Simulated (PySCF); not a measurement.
**Shapes and spin states of Cd2Se**

Computed with B3LYP in PySCF with Se def2-SVP, Cd def2-SVP with ECP28; scalar-relativistic core potentials, no spin–orbit coupling; density-fitted integrals.

Relaxations began from a few typed shapes and spin states; open shells are unrestricted. The search is not exhaustive: other isomers or separated fragments can lie lower, and high-lying points may rest on an excited occupation.

| spin | group | bonds | angles | imaginary modes (cm⁻¹) | ΔE (kJ/mol) | ΔE with ZPE (kJ/mol) |
| --- | --- | --- | --- | --- | --- | --- |
| singlet | D∞h | Se–Cd 2.557 Å (×2) | Cd–Se–Cd 180.0° | none | 0.0 | 0.0 |
| triplet | C2v | Se–Cd 2.629 Å (×2) | Cd–Se–Cd 96.7° | none | 3.8 | 3.7 |
| triplet | D∞h | Se–Cd 2.516 Å (×2) | Cd–Se–Cd 180.0° | none | 107.6 | 109.6 |

The lowest minimum found is the singlet D∞h: Se–Cd 2.557 Å (×2); Cd–Se–Cd 180.0°.
